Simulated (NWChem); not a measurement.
System: SiClF, singlet; SMILES F[Si]Cl

NWChem input:

```
start job
memory heap 200 mb stack 900 mb global 1100 mb
geometry units angstroms noautoz
  Si     0.662467    -0.599868     0.000000
  F     -0.696492    -1.529652     0.000000
  Cl    -0.174854     1.337628     0.000000
end
basis spherical
  Si library 6-31g*
  F library 6-31g*
  Cl library 6-31g*
end
dft
  xc n12
  iterations 150
  mulliken
end
task dft energy
```

Low-valent species are run as closed-shell singlets; no triplet was tried in these runs. Structure relaxed at the PBE-D3(BJ)/def2-SVP level.

**Question.** Predict the main results of this run. (N12/6-31G* (spherical d).) Quantities: energy (Ha); highest occupied level (eV); orbital gap (eV); dipole (D).

**Answer.** 
```
Property                       Value
---------------------------  -------
energy (Ha)                  -849.48
highest occupied level (eV)    -6.78
orbital gap (eV)                3.48
dipole (D)                      1.25
```
